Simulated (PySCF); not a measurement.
**Computed vibrations of [Tm(H2O)2]2+**

[Tm(H2O)2]2+ (singlet in the valence; each metal's 4f electrons, 13 of them, lie in its core potential, out of spins and levels). PySCF 2.14.0, RKS PBE0, Tm lcecp-0-SVP with ECP59, O def2-SVP, H def2-SVP; non-relativistic Hamiltonian with scalar-relativistic core potentials where named; density fitting; no spin-orbit coupling. Central differences of gradients.

```xyz
7

Tm    0.0000    0.0000    0.0000
O     0.0000    0.0000    2.3979
H     0.5409    0.5409    3.0019
H    -0.5409   -0.5409    3.0019
O     0.0000    0.0000   -2.3979
H     0.5409   -0.5409   -3.0019
H    -0.5409    0.5409   -3.0019
```

Run from Python with OMP_NUM_THREADS=2. Where DIIS fails, smearing, a level shift and second-order steps follow.
It took 31 s on 2 threads of Arm Neoverse V1, with other jobs on the host.

(1) What are the harmonic wavenumbers and infrared intensities?

(2) Is this a minimum?

An lcecp potential fixes the number of 4f electrons, so in runs with it no electron can move into or out of that shell.

Results:

(1) Modes are labelled in D2d; negative numbers are unstable modes, those under 60 cm⁻¹ near the noise; a finer grid moves soft modes by up to 10 cm⁻¹.
```json
{"cm⁻¹": "-15", "km/mol": "–", "symmetry": "e"}
{"cm⁻¹": "-15", "km/mol": "–", "symmetry": "e"}
{"cm⁻¹": "114", "km/mol": "0.0", "symmetry": "b1"}
{"cm⁻¹": "314", "km/mol": "0.0", "symmetry": "a1"}
{"cm⁻¹": "323", "km/mol": "19.6", "symmetry": "b2"}
{"cm⁻¹": "546", "km/mol": "7.6", "symmetry": "e"}
{"cm⁻¹": "546", "km/mol": "7.6", "symmetry": "e"}
{"cm⁻¹": "562", "km/mol": "428.9", "symmetry": "e"}
{"cm⁻¹": "562", "km/mol": "428.9", "symmetry": "e"}
{"cm⁻¹": "1682", "km/mol": "229.9", "symmetry": "b2"}
{"cm⁻¹": "1684", "km/mol": "0.0", "symmetry": "a1"}
{"cm⁻¹": "3746", "km/mol": "489.1", "symmetry": "b2"}
{"cm⁻¹": "3750", "km/mol": "0.0", "symmetry": "a1"}
{"cm⁻¹": "3801", "km/mol": "298.1", "symmetry": "e"}
{"cm⁻¹": "3801", "km/mol": "298.1", "symmetry": "e"}
```

(2) Yes, within the noise of the softest modes.
